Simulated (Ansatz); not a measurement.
`[Cl][In]([Br])[Br]` + H₂O → `[OH][In]([Cl])[Br]` + HBr at 700 K and 1 bar (formal hydrolysis of the In–Br bond).

Calculated with Ansatz (gas phase, PBE0-D4/def2-TZVP geometries, no zero-point term in ΔE). CBS: MP2 limit from def2 TZ/QZ plus the TZ coupled-cluster correction, frozen cores. This one scheme is used for every species. Elements past krypton have def2 core potentials. For Br, In outer-core shells are correlated without core-valence functions, which leaves a few kJ/mol of doubt a bond. Scalar relativity is left out up to krypton. One conformer a species, not always the lowest.

```
             species  CCSD(T)/CBS energy (Eh)  H − E (kJ/mol)  S (J/(mol·K))
`[Cl][In]([Br])[Br]`              -5796.39121            58.8          441.9
                 H₂O                -76.37941            80.5          218.4
`[OH][In]([Cl])[Br]`              -3298.81138            95.9          441.3
                 HBr              -2573.91920            36.5          223.7
```

H − E and S are ideal-gas, rigid-rotor, harmonic terms from PBE0-D4/def2-TZVP, for one conformer and one mirror image of each species. 1 Eh = 2625.50 kJ/mol, R = 8.31446 J/(mol·K).

By hand: ΔE, ΔH, ΔS and ΔG.

ΔE = (-3298.81138) + (-2573.91920) − (-5796.39121) − (-76.37941) = 0.04004 Eh = 105.1 kJ/mol. Δ(H − E) = 95.9 + 36.5 − 58.8 − 80.5 = -6.9, so ΔH = 98.2 kJ/mol. ΔS = 441.3 + 223.7 − 441.9 − 218.4 = 4.7 J/(mol·K). ΔG = 98.2 − 700 × (4.7)/1000 = 94.9 kJ/mol.

By hand: the equilibrium constant, and the temperature at which ΔG would vanish if ΔH and ΔS stayed fixed.

log₁₀ K = −ΔG/(RT ln 10) = -7.1. ΔG = 0 at ΔH/ΔS = 20894 K, far beyond where these terms or the molecules hold.

The number of gas molecules stays the same, so ΔS is small and ΔH decides. A doubt of 5 kJ/mol in ΔE shifts log₁₀ K by 0.4 here. Other conformers and mirror images would add mixing entropy, several J/(mol·K) or more a flexible species. These are equilibria of isolated gas molecules and say nothing of rates. Largest T1 diagnostic: 0.013 (customary marks: 0.02 for closed shells, 0.045 for open ones).
